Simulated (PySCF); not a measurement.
Species: C3H10AlFS.
Geometry (PBE0-D3(BJ)/def2-SVP, Å), atoms numbered from 1 in this order:
```
atom  x, y, z in Å
C1     2.7177    0.0956   -0.2672
Al2    1.0141    1.0465   -0.5632
S3    -0.4893   -0.3602    0.8764
C4    -1.1159   -1.6198   -0.2551
C5    -1.9511    0.6974    1.0271
F6    -2.3944    1.1232   -0.1767
H7     3.0380    0.1208    0.7876
H8     2.6753   -0.9618   -0.5805
H9     3.5254    0.5611   -0.8588
H10    0.2731    0.8359   -1.9712
H11    0.7170    2.3964    0.2587
H12   -0.2500   -2.2186   -0.5671
H13   -1.8441   -2.2634    0.2573
H14   -1.5569   -1.1321   -1.1339
H15   -2.7480    0.1261    1.5306
H16   -1.6314    1.5498    1.6468
```

Computed with PySCF at CAM-B3LYP/def2-SVPD, non-relativistic, on one gas-phase PBE0-D3(BJ)/def2-SVP geometry that isn't relaxed in the solvent. The solvent is an IEF-PCM continuum (van der Waals radii × 1.2), and excitations are vertical TDDFT with non-equilibrium linear response and a frozen core. Only the electrostatic response of the medium enters.

| run | E − E(gas) (kJ/mol) | HOMO (eV) | HOMO–LUMO gap (eV) | dipole (D) | lowest singlet (eV) | static polarisability (au) |
| --- | --- | --- | --- | --- | --- | --- |
| gas | 0.00 | -8.68 | 9.28 | 4.66 | 6.44 | 91.9 |
| P | -26.07 | -8.86 | 9.74 | 5.61 | 6.54 | 114.6 |
| Q | -36.21 | -8.94 | 9.85 | 6.01 | 6.59 | 126.1 |

The runs were made in acetonitrile and chloroform. Which run belongs to which solvent?

P = chloroform, Q = acetonitrile. The dielectric constants are 4.711 (chloroform), 35.69 (acetonitrile), and the energy falls further as ε rises. The optical constants n² used for the excitations are 2.09, 1.81 in the same order. In this model the ground state sees the solvent through ε alone.

How constant is the ratio of the lowering to (ε − 1)/(2ε + 1)?

```json
{"solvent": "chloroform", "(ε − 1)/(2ε + 1)": "0.356", "E − E(gas) (kJ/mol)": "-26.07", "ratio (kJ/mol)": "-73.2", "polarisation term (kJ/mol)": "-29.58"}
{"solvent": "acetonitrile", "(ε − 1)/(2ε + 1)": "0.479", "E − E(gas) (kJ/mol)": "-36.21", "ratio (kJ/mol)": "-75.5", "polarisation term (kJ/mol)": "-43.31"}
```

The ratio changes by +3.2 % in size from chloroform to acetonitrile. The polarisation term is half the interaction of the solute with the induced surface charges.
